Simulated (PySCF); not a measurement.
A PySCF script (with the pyscf-properties extension) for the NMR shieldings of SMILES OB(O)C1=C[O][AlH2-][O+]=C1, C$_{3}$H$_{6}$AlBO$_{4}$, on a GFN2-xTB geometry:

```python
import basis_set_exchange as bse
import numpy as np
from pyscf import gto, dft
from pyscf.prop import nmr

atoms = """
O     2.388425    1.360777    0.452329
B     1.873722    0.154163    0.121383
O     2.611629   -0.953215   -0.124190
C     0.310813    0.029250    0.016893
C    -0.296483   -1.183394   -0.319523
O    -1.541869   -1.375503   -0.423392
Al   -2.945117   -0.241598   -0.194538
O    -1.787189    1.105624    0.195950
C    -0.524230    1.123110    0.258113
H     3.341495    1.435137    0.521082
H     3.564934   -0.876907   -0.060527
H     0.359514   -2.041477   -0.509847
H    -3.597590    0.032153   -1.563879
H    -3.712978   -0.635601    1.083492
H    -0.049489    2.075471    0.524742
"""
names = dict.fromkeys(["O", "B", "C", "Al", "H"], "pcSseg-1")
basis = {el: gto.basis.parse(bse.get_basis(n, elements=[el], fmt="nwchem")) for el, n in names.items()}
mol = gto.M(atom=atoms, basis=basis, charge=0, verbose=0)
mf = dft.RKS(mol, xc="PBE0")
mf.grids.level = 2
mf.grids.alignment = dft.numint.BLKSIZE   # the property module wants whole blocks of grid points
mf.conv_tol = 1e-9
mf.kernel()

calc = nmr.RKS(mf)   # GIAO
C = mf.mo_coeff
Co = C[:, mf.mo_occ > 0]
resp = mf.gen_response(singlet=True, hermi=2)
def vind(x):   # induced exchange potential for any number of trial vectors
    d = np.einsum("pi,xij,qj->xpq", C, 2 * x.reshape(-1, C.shape[1], Co.shape[1]), Co, optimize=True)
    return np.einsum("xpq,pi,qj->xij", resp(d - d.transpose(0, 2, 1)), C, Co, optimize=True).ravel()
mo1, _ = nmr.rhf.solve_mo1(calc, with_cphf=vind)
sigma = calc.kernel(mo1)
for i, s in enumerate(sigma):   # ppm
    print("%2d %-2s %9.2f" % (i, mol.atom_pure_symbol(i), np.trace(s) / 3))
```

**Question.** Give the expected output.

**Answer.** 
```
 0 O     229.80
 1 B      75.67
 2 O     229.86
 3 C      75.53
 4 C     -12.52
 5 O      12.64
 6 Al    437.87
 7 O      12.74
 8 C     -12.44
 9 H      28.39
10 H      28.39
11 H      22.68
12 H      27.32
13 H      27.31
14 H      22.68
```

These numbers come from an equivalent density-fitted implementation of the same equations, which agrees with the script to about 0.01 ppm for H and up to a few tenths of a ppm for heavy atoms, so last digits may differ.

Size and cost of the density-fitted run: 190 basis functions, 48 s wall time on 1 thread of an Arm Neoverse N1, shared host; peak memory 0.84 GiB.
